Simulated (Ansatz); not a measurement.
## Nudged elastic band run: GaC₁₈

Input file:

```yaml
crystal:
  lattice:
    - [7.398, 0.0, 0.0]
    - [-3.699, 6.406856, 0.0]
    - [0.0, 0.0, 13.0]
  atoms:
    - { symbol: C, position: [-0.00443191, -0.0086851, 0.07599856] }
    - { symbol: C, position: [0.21730636, 0.1013899, 0.07623668] }
    - { symbol: C, position: [-0.00542053, 0.32416295, 0.07620555] }
    - { symbol: C, position: [0.21649347, 0.43514258, 0.07651798] }
    - { symbol: C, position: [-0.00439351, 0.65799079, 0.07601328] }
    - { symbol: C, position: [0.21733211, 0.76960433, 0.07617249] }
    - { symbol: C, position: [0.32896934, -0.00868501, 0.07599847] }
    - { symbol: C, position: [0.55116392, 0.1024293, 0.07600991] }
    - { symbol: C, position: [0.32828269, 0.32334215, 0.07650012] }
    - { symbol: C, position: [0.55187143, 0.43514249, 0.07651821] }
    - { symbol: C, position: [0.32829453, 0.65867358, 0.07648996] }
    - { symbol: C, position: [0.55182737, 0.7704325, 0.07645541] }
    - { symbol: C, position: [0.66277433, -0.00767343, 0.07617734] }
    - { symbol: C, position: [0.88448749, 0.10242905, 0.07600966] }
    - { symbol: C, position: [0.6628053, 0.32416308, 0.07620506] }
    - { symbol: C, position: [0.88450819, 0.43579472, 0.0759899] }
    - { symbol: C, position: [0.66360113, 0.65867299, 0.07648928] }
    - { symbol: C, position: [0.88549435, 0.76960403, 0.0761723] }
    - { symbol: Ga, position: [0.44013554, 0.5470464, 0.24322484] }
magnetization:
  spin_polarized: true
basis:
  ecutwfc: 420.0
kpoints:
  mp_grid: { grid: [2, 2, 1] }
hamiltonian:
  xc: pbe
  pseudopotentials: { kind: paw, azcp: { folder: soft_1 } }
scf:
  occupations: { method: fermi_dirac, width: 0.02 }
  lower_state_search: "off"
neb:
  images: 5
  f_tol: 0.03
  initial_path: idpp
  max_iterations: 19
  optimiser: fire
  final_atoms:
    - { symbol: C, position: [-0.00306554, -0.00799368, 0.07648928] }
    - { symbol: C, position: [0.21882768, 0.10293736, 0.0761723] }
    - { symbol: C, position: [-0.00389234, 0.3256599, 0.07617734] }
    - { symbol: C, position: [0.21782082, 0.43576238, 0.07600966] }
    - { symbol: C, position: [-0.00386137, 0.65749641, 0.07620506] }
    - { symbol: C, position: [0.21784152, 0.76912805, 0.0759899] }
    - { symbol: C, position: [0.32893982, -0.00867588, 0.07601328] }
    - { symbol: C, position: [0.55066544, 0.10293766, 0.07617249] }
    - { symbol: C, position: [0.32890142, 0.32464823, 0.07599856] }
    - { symbol: C, position: [0.55063969, 0.43472323, 0.07623668] }
    - { symbol: C, position: [0.3279128, 0.65749628, 0.07620555] }
    - { symbol: C, position: [0.5498268, 0.76847591, 0.07651798] }
    - { symbol: C, position: [0.66162786, -0.00799309, 0.07648996] }
    - { symbol: C, position: [0.8851607, 0.10376583, 0.07645541] }
    - { symbol: C, position: [0.66230267, 0.32464832, 0.07599847] }
    - { symbol: C, position: [0.88449725, 0.43576263, 0.07600991] }
    - { symbol: C, position: [0.66161602, 0.65667548, 0.07650012] }
    - { symbol: C, position: [0.88520476, 0.76847582, 0.07651821] }
    - { symbol: Ga, position: [0.77346887, 0.88037973, 0.24322484] }
  order_check: false
```

Launched with:

```bash
$ ansatz run input.yaml --threads 2 --pin off --max-ram 5120MiB --backend cpu --events-out ev --progress --plain --runs-dir out
```

Output, in part (warnings, iteration lines):

```
NEB end point (image 0): max|allowed force component| = 1.345e-2 eV/Å (the criterion of neb.relax_end_points is 1.000e-2)
NEB end point (image 6): max|allowed force component| = 1.346e-2 eV/Å (the criterion of neb.relax_end_points is 1.000e-2)
NEB iter   1: max|band force component| = 9.841e-1 eV/Å  barrier→ = 0.3032 eV  barrier← = 0.3032 eV  Δτ_max = 0.0142 Å  (77 SCF iters)
NEB iter   2: max|band force component| = 9.131e-1 eV/Å  barrier→ = 0.2711 eV  barrier← = 0.2711 eV  Δτ_max = 0.0276 Å  (30 SCF iters)
NEB iter   3: max|band force component| = 7.639e-1 eV/Å  barrier→ = 0.2376 eV  barrier← = 0.2376 eV  Δτ_max = 0.0381 Å  (33 SCF iters)
NEB iter   4: max|band force component| = 5.296e-1 eV/Å  barrier→ = 0.1973 eV  barrier← = 0.1973 eV  Δτ_max = 0.0452 Å  (33 SCF iters)
NEB iter   5: max|band force component| = 3.502e-1 eV/Å  barrier→ = 0.1810 eV  barrier← = 0.1810 eV  CI = image 3  Δτ_max = 0.0061 Å  (34 SCF iters)
NEB iter   6: max|band force component| = 1.890e-1 eV/Å  barrier→ = 0.1741 eV  barrier← = 0.1741 eV  CI = image 3  Δτ_max = 0.0007 Å  (28 SCF iters)
NEB iter   7: max|band force component| = 1.866e-1 eV/Å  barrier→ = 0.1732 eV  barrier← = 0.1732 eV  CI = image 3  Δτ_max = 0.0014 Å  (20 SCF iters)
NEB iter   8: max|band force component| = 1.816e-1 eV/Å  barrier→ = 0.1720 eV  barrier← = 0.1720 eV  CI = image 3  Δτ_max = 0.0021 Å  (21 SCF iters)
NEB iter   9: max|band force component| = 1.737e-1 eV/Å  barrier→ = 0.1710 eV  barrier← = 0.1710 eV  CI = image 3  Δτ_max = 0.0027 Å  (21 SCF iters)
NEB iter  10: max|band force component| = 1.624e-1 eV/Å  barrier→ = 0.1700 eV  barrier← = 0.1700 eV  CI = image 3  Δτ_max = 0.0033 Å  (23 SCF iters)
NEB iter  11: max|band force component| = 1.479e-1 eV/Å  barrier→ = 0.1688 eV  barrier← = 0.1688 eV  CI = image 3  Δτ_max = 0.0038 Å  (25 SCF iters)
NEB iter  12: max|band force component| = 1.310e-1 eV/Å  barrier→ = 0.1678 eV  barrier← = 0.1678 eV  CI = image 3  Δτ_max = 0.0049 Å  (25 SCF iters)
NEB iter  13: max|band force component| = 1.093e-1 eV/Å  barrier→ = 0.1672 eV  barrier← = 0.1672 eV  CI = image 3  Δτ_max = 0.0058 Å  (25 SCF iters)
NEB iter  14: max|band force component| = 8.239e-2 eV/Å  barrier→ = 0.1667 eV  barrier← = 0.1667 eV  CI = image 3  Δτ_max = 0.0065 Å  (25 SCF iters)
NEB iter  15: max|band force component| = 6.971e-2 eV/Å  barrier→ = 0.1661 eV  barrier← = 0.1661 eV  CI = image 3  Δτ_max = 0.0071 Å  (25 SCF iters)
NEB iter  16: max|band force component| = 6.195e-2 eV/Å  barrier→ = 0.1660 eV  barrier← = 0.1660 eV  CI = image 3  Δτ_max = 0.0001 Å  (25 SCF iters)
NEB iter  17: max|band force component| = 6.032e-2 eV/Å  barrier→ = 0.1659 eV  barrier← = 0.1659 eV  CI = image 3  Δτ_max = 0.0003 Å  (15 SCF iters)
NEB iter  18: max|band force component| = 5.712e-2 eV/Å  barrier→ = 0.1658 eV  barrier← = 0.1658 eV  CI = image 3  Δτ_max = 0.0004 Å  (16 SCF iters)
NEB iter  19: max|band force component| = 5.235e-2 eV/Å  barrier→ = 0.1657 eV  barrier← = 0.1657 eV  CI = image 3  Δτ_max = 0.0005 Å  (18 SCF iters)
Error: NEB band did not converge after 19 iterations: max|band force component| = 5.23e-2 eV/Å (threshold 3.0e-2); raise `neb.max_iterations` in a new run, which can start from the last band evaluated (`neb.initial_path`, with `crystal.atoms` and `neb.final_atoms` set to its first and last images), …
```

The run ended unconverged. The band didn't meet its force threshold, so its energies are provisional: the largest band force was still 0.05 eV/Å, and over the last iterations the top stayed at 0.17 eV. Limits of this set-up: slab without dipole correction.

Final band:

| image | path coordinate (Å) | energy (eV) |
| --- | --- | --- |
| 0 | 0.00 | 0.000 |
| 1 | 0.41 | 0.044 |
| 2 | 0.82 | 0.127 |
| 3 | 1.22 | 0.166 |
| 4 | 1.63 | 0.127 |
| 5 | 2.04 | 0.044 |
| 6 | 2.45 | 0.000 |

Time of the run: 9 min on 2 threads of Intel(R) Xeon(R) Platinum 8259CL CPU @ 2.50GHz (Skylake/Cascade Lake), with other jobs on the host, peak memory 1.9 GiB.
